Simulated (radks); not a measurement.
Results of a calculation; reference values are marked as such.
Initial-state core-level shifts of neutral silicon when its valence configuration changes from [Ne] 3s2 3p2. Code: a radial shooting solver on a logarithmic mesh with Libxc functionals. Model: scalar-relativistic Kohn-Sham, r2SCAN, spin-polarised, spherical densities, finite nucleus; open shells are filled with parallel spins first; meta-GGA in the generalised Kohn-Sham scheme; Fermi nuclear charge, rms radius 3.1224 fm. Shifts are changes of the shell-averaged eigenvalues in eV (positive: less bound); the change of the density at the nucleus, which sets a Mossbauer isomer shift, is in e/bohr^3, on a base of 1910.

3p4: 1s -3.655; 2s -3.498; 2p -3.488; density at nucleus -9.2302
3s1 3p3: 1s -0.669; 2s -0.721; 2p -0.691; density at nucleus -4.5520
3s1.5 3p2.5: 1s -0.456; 2s -0.465; 2p -0.456; density at nucleus -2.3234
3s0.5 3p3.5: 1s -2.347; 2s -2.282; 2p -2.265; density at nucleus -6.8620
